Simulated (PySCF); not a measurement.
Worked example: oscillator strength and radiative lifetime

C₅H₁₂Si, SMILES C[Si@H]1CC[C@@H]1C.

Geometry optimised at PBE0-D3(BJ)/def2-SVP. The structure was generated by enumeration; whether it is a known compound was not checked.

TDA-PBE/def2-SVPD in PySCF puts the first singlet state with f over 0.02 at 6.46 eV (vertical), with the transition dipole (0.421, -0.182, 0.030) in atomic units.

Task: Find the oscillator strength, the wavelength and the radiative lifetime that this transition would have in vacuum if emission retraced absorption.

Result: 
|μ|² = 0.2113 au, so |μ| = 1.17 D. ΔE = 6.46/27.211 = 0.2374 hartree. f = (2/3) ΔE |μ|² = 0.033 (the program prints 0.033).
λ = 1239.84/6.46 = 192 nm; ν = 52103 cm⁻¹.
Einstein's coefficient A = 0.6670 ν² f s⁻¹ (ν in cm⁻¹) = 6.1e7 s⁻¹, so τ = 1/A = 17 ns. This state is S3; the lower singlets have f = 0.004, 0.004. The figure is the radiative limit of this one transition; relaxation, internal conversion, crossing to triplets and a medium change what is measured.
